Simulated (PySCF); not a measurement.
# Where the electron goes

C₄H₉NOSi₂.
Geometry (GFN2-xTB, Å), atoms numbered from 1 in this order:
```xyz
17
C4H9NOSi2 angstrom
C     -0.015    0.504   -3.129
C      0.069    0.523   -1.929
Si     0.160    0.578   -0.059
N      0.487    2.174    0.537
C      1.725   -0.395    0.372
C      1.730   -1.662    0.752
Si    -1.790   -0.116    0.938
O     -2.026   -1.576    0.250
H     -0.083    0.480   -4.180
H     -0.231    2.878    0.478
H      1.379    2.593    0.328
H      2.675    0.124    0.299
H      2.636   -2.199    0.990
H      0.815   -2.226    0.837
H     -2.973    0.723    0.678
H     -1.767   -0.288    2.399
H     -2.800   -2.103    0.430
```

The calculation used TDDFT B3LYP/def2-SVPD, vertical, gas phase, core orbitals frozen in the response (PySCF 2.14.0, density-fitted response routines).

Frontier orbitals with the atoms that hold most of them (Löwdin shares over 4%, at most four atoms; ? is withheld):

```
orbital  ε (eV)                             atoms
 HOMO-3   -7.99     C2 29%, C1 28%, C5 11%, C6 8%
 HOMO-2   -7.54     C5 26%, C6 26%, Si3 9%, C2 8%
 HOMO-1   -7.50                                 ?
   HOMO   -7.20                                 ?
   LUMO       ?   Si7 22%, Si3 16%, O8 11%, C2 8%
 LUMO+1   -0.55    C6 26%, C5 24%, C1 11%, C2 10%
 LUMO+2   -0.06  Si7 19%, Si3 18%, C2 12%, C5 11%
```

(1) Give the leading atoms of the HOMO-1.

(2) Give the leading atoms of the HOMO.

(3) What is the LUMO energy, and the HOMO–LUMO gap?

Results:

(1) C1 (bonded to C and H) 29%; C2 (bonded to C and Si) 28%; C5 (bonded to C, Si and H) 9%; Si3 (bonded to 2 C, N and Si) 8%. By element: carbon 66% or more, silicon 8% or more.

(2) N4 (bonded to Si and 2 H) 53%; C2 (bonded to C and Si) 12%; C1 (bonded to C and H) 11%; H10 (bonded to N) 5%. By element: nitrogen 53%, carbon 23% or more, hydrogen 5% or more.

(3) ε(LUMO) = -0.92 eV; the gap is 6.28 eV (0.2307 hartree).

How does S1 compare with the orbital gap of 6.28 eV?

S1 is at 5.34 eV (f = 0.0081), 0.94 eV below the gap, made of HOMO→LUMO (91%). 

Give energy, strength and leading configuration of S1 and S2, and follow the Löwdin shares of the leading atoms from the occupied to the empty orbital.

- S1 (5.34 eV, f 0.0081), HOMO→LUMO (91%): N4 53% → at most 8%, C2 12% → 8%, Si7 at most 5% → 22%, Si3 at most 5% → 16%
- S2 (5.59 eV, f 0.014), HOMO-1→LUMO (79%): C1 29% → at most 8%, C2 28% → 8%, Si7 at most 9% → 22%, Si3 8% → 16%

One conformer stands for the species.
